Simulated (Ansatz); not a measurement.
**C3H5ClO2S: where a starting geometry ends**

The starting geometry of this gas-phase singlet was optimised with GFN2-xTB; its bonds are those of `C=C(Cl)S(C)(=O)=O`.

```yaml
atoms:
  - { symbol: C, position_ang: [-2.0223, -0.3707, -0.1347] }
  - { symbol: C, position_ang: [-0.7836, 0.0394, 0.0378] }
  - { symbol: C, position_ang: [0.9275, 1.6020, -1.6115] }
  - { symbol: Cl, position_ang: [-0.1305, 0.7254, 1.4504] }
  - { symbol: O, position_ang: [1.5914, -0.8196, -0.7535] }
  - { symbol: O, position_ang: [-0.2028, -0.6563, -2.4351] }
  - { symbol: S, position_ang: [0.4601, -0.1175, -1.2822] }
  - { symbol: H, position_ang: [-2.7824, -0.3092, 0.6259] }
  - { symbol: H, position_ang: [-2.2816, -0.7945, -1.0897] }
  - { symbol: H, position_ang: [1.4029, 2.0022, -0.7255] }
  - { symbol: H, position_ang: [0.0273, 2.1458, -1.8657] }
  - { symbol: H, position_ang: [1.6181, 1.5950, -2.4458] }
```

**Question.** Predict what it relaxes into with B3LYP/def2-SVP.

**Answer.** It keeps its bonds, and is `C=C(Cl)S(C)(=O)=O`.

The energy falls by 0.15 eV over 11 steps:

```
step  E − E(last) (eV)
   1             0.153
   2             0.040
   3             0.013
   4             0.005
   5             0.003
   7             0.000
   8             0.000
   9             0.000
  10             0.000
  11             0.000
```

Final geometry (Å):

```xyz
12

C    -2.0181   -0.3734   -0.1352
C    -0.7686    0.0449    0.0568
C     0.9234    1.6010   -1.6283
Cl   -0.1431    0.6775    1.5460
O     1.6276   -0.8003   -0.7551
O    -0.2722   -0.6211   -2.4578
S     0.4553   -0.1070   -1.2913
H    -2.7565   -0.3489    0.6694
H    -2.2996   -0.7565   -1.1188
H     1.3280    2.0482   -0.7118
H     0.0465    2.1447   -2.0020
H     1.7013    1.5328   -2.4017
```

No frequencies were run, so the end isn't proven a minimum. Run with Ansatz 0.2.0, 22 s on 4 threads of Arm Neoverse V1 (shared host).
